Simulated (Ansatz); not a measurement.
A structure relaxed at r2SCAN-D4/def2-TZVP in Ansatz, charge 0, singlet:

```xyz
3

Cd    2.286    0.005    0.812
Cl   -0.113    0.000   -0.040
Cl   -2.173   -0.005   -0.772
```

Task: Give its formula and point group.

Result: the cluster CdCl₂. Point group C∞v (tolerance 0.1 Å).

Task: Summarise the bond lengths by kind (pairs closer than 1.2 times the sum of covalent radii, bridged metal pairs left out).

Result: 1 × Cd–Cl 2.55 Å; 1 × Cl–Cl 2.19 Å. The metal has 1 neighbour: Cl 2.55 Å.

In the def2 sets Cd takes a core potential; there is no spin–orbit coupling. The restricted singlet is unstable towards broken spin symmetry at other levels; at r2SCAN-D4/def2-TZVP this wasn't settled. In the singlet, Cl2 and Cl3 lie 2.19 Å apart (atoms count from 1), so these atoms are partly bonded to each other. Another isomer (singlet) lies 3.05 eV lower at PBE0-D4/def2-TZVP; other spin states weren't run for this one.
